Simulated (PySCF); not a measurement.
Excitation energy of W by level of theory

W [Xe] 4f14 5d4 6s2 (5D) → W [Xe] 4f14 5d4 6s1 6p1 (high-spin determinant), as a difference of total energies. All numbers are calculated (PySCF 2.14, scalar relativity through the core potential, in def2-QZVPPD with the def2 core potential (60 electrons)). Correlated levels: valence and next inner shell: nothing frozen outside the core potential. The calculations carry no spin-orbit coupling.

```csv
method,excitation energy (cm⁻¹)
UHF,8944.1
MP2 (valence and next inner shell),20234
SCS-MP2 (valence and next inner shell),22442
CCSD (valence and next inner shell),19542
CCSD(T) (valence and next inner shell),20982
```

The determinant of the upper state mixes LS terms, which raises its energy above the lowest term, most at the Hartree-Fock and MP2 levels.
